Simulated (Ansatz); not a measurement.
Ansatz (a first-principles code) job for C3H12N2Si, SMILES N[SiH](C(C)C)N, PBE/def2-SVPD. Geometry: PBE-D3(BJ)/def2-SVP. This is a generated structure with no PubChem entry under its InChIKey; it may be hypothetical. One conformer was computed; it need not be the lowest.

Ansatz 0.2 input:
```yaml
crystal:
  periodic: [false, false, false]
  atoms:
    - {symbol: C, position_ang: [-1.63002803, -0.98438263, 1.19429148]}
    - {symbol: C, position_ang: [-1.08276901, 0.20902449, 0.39771395]}
    - {symbol: C, position_ang: [-1.69932800, 0.29090870, -1.00696200]}
    - {symbol: Si, position_ang: [0.82143470, 0.12323011, 0.30773192]}
    - {symbol: N, position_ang: [1.49731479, -1.21462977, -0.58352701]}
    - {symbol: N, position_ang: [1.32761725, 1.56386275, -0.53942326]}
    - {symbol: H, position_ang: [-2.73940054, -0.96264959, 1.25901519]}
    - {symbol: H, position_ang: [-1.23349882, -1.01157600, 2.23038025]}
    - {symbol: H, position_ang: [-1.34820943, -1.94423952, 0.70896077]}
    - {symbol: H, position_ang: [-1.33133560, 1.14533344, 0.95178853]}
    - {symbol: H, position_ang: [-1.46248312, -0.62357759, -1.59339368]}
    - {symbol: H, position_ang: [-2.80715506, 0.37354308, -0.96673930]}
    - {symbol: H, position_ang: [-1.30732380, 1.15486524, -1.58039080]}
    - {symbol: H, position_ang: [1.34130295, -0.08962276, 1.71534729]}
    - {symbol: H, position_ang: [1.64439828, -2.10758086, -0.10952959]}
    - {symbol: H, position_ang: [1.23624194, -1.35514772, -1.56242842]}
    - {symbol: H, position_ang: [0.87758491, 2.45310329, -0.30805781]}
    - {symbol: H, position_ang: [2.32801860, 1.70439344, -0.70280826]}
basis:
  gaussian:
    orbitals: def2-SVPD
hamiltonian:
  xc: {name: PBE}
```

Program output:

```
WARN ansatz: RAYON_NUM_THREADS=2 ignored (pool sized by the plan → 2); use --threads N
Functional definition: PBE
integrals: 0.19 GiB planned
1853 factors; their error is unknown
mean field: 1.26 GiB planned
mean field evaluation 1: about -14123.6821 eV, gradient 1.0e2 eV
mean field evaluation 2: about -14056.9233 eV, gradient 1.8e2 eV
mean field evaluation 4: about -14147.0117 eV, gradient 1.3e1 eV
mean field evaluation 8: about -14147.4425 eV, gradient 3.5e-1 eV
mean field evaluation 16: about -14147.3559 eV, gradient 4.9e-4 eV
mean field -14147.35587029 eV, -519.9057388109 hartree, gradient 2.5e-5 eV, S^2 0.000000; 0 other end points of the search recorded, 0 dependent functions left out
reference -14147.35592417 eV, -519.9057407910 hartree; 29, 29 occupied and 191, 191 virtual orbitals, 1853 factors
Total energy: -14147.35592417 eV, -519.9057407910 hartree
```

Self-consistency was reached.
